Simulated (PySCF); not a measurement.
Level of theory: TPSSh-D3(BJ)/def2-TZVP // PBE-D3(BJ)/def2-SVP run with PySCF 2.14.0. All species are isolated molecules in the gas phase. One relaxed conformer stands for a flexible species; it need not be the lowest. 

Reference species: [Zn(F)2] (neutral, multiplicity 1).

- HOMO–LUMO gap = 7.03 eV
- charge on the central atom (Mulliken) = 0.93 e
- mean distance from the central atom to its bonded neighbours = 1.739 Å
- coordination number = 2

Changed species: [Zn(CH3)2] (2 of 2 F replaced by CH3; the reference has 0 of 2 F replaced by CH3).

Q: Predict the effect on the HOMO–LUMO gap, charge on the central atom (Mulliken), mean distance from the central atom to its bonded neighbours and coordination number.

A: the HOMO–LUMO gap decreases by 0.61 eV, to 6.42 eV; the charge on the central atom (Mulliken) falls by 0.57 e, to 0.36 e; the mean distance from the central atom to its bonded neighbours rises by 0.208 Å, to 1.947 Å; the coordination number is nearly the same.
